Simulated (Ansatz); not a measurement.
The first iterations of a band of Cl3FTi + H2 (7 atoms, charge 0, multiplicity 1).

These are results of RKS PBE0-D4/def2-SVP in Ansatz 0.2.0, not measurements.

- movable images: 1
- climbing image: yes
- spring: 5.0 eV/Å²
- optimiser: quadratic models (default)
- start path: through a guess of the saddle point
- force threshold: 0.05 eV/Å
- iteration limit: 60
- end points: relaxed

Image 0:

```xyz
7
Properties=species:S:1:pos:R:3
Ti 0.370 0.000 -0.165
F 0.377 0.000 1.553
Cl 2.410 0.000 -0.867
Cl -0.639 1.768 -0.886
Cl -0.639 -1.768 -0.886
H -2.858 0.000 1.389
H -2.316 0.000 1.923
```

Image 2:

```xyz
7
Properties=species:S:1:pos:R:3
Ti -0.346 0.000 -0.177
F -0.079 0.000 2.049
Cl 1.842 0.000 -0.035
Cl -0.931 1.759 -1.255
Cl -0.931 -1.759 -1.255
H -1.807 0.000 0.782
H -1.043 0.000 1.952
```

| iteration | highest image above the first end (eV) | largest band force component (eV/Å) |
| --- | --- | --- |
| 1 | 3.595 | 3.410 |
| 2 | 1.881 | 2.419 |
| 3 | 1.881 | 5.328 |
| 4 | 1.881 | 0.870 |
| 5 | 1.881 | 0.537 |
| 6 | 1.881 | 0.336 |

Question: Does the band converge within its limit, and where does its top end?

Answer: The forces met the threshold. It ended after 18 iterations with the highest image 1.892 eV above the first end. Neighbouring images differ by up to 1.9 eV, so the band resolves the path poorly. Another band between the same ends (5 images) ends at a top of the same energy, where a vibrational analysis finds 2 clearly imaginary modes. So few images can step over the top or miss a turn of the path. The orbitals stay closed-shell, which can raise the energy where a bond breaks towards radicals; this wasn't checked here.

The run took 51 s on 4 threads of Arm Neoverse V1 (shared host), peak memory 0.3 GiB.
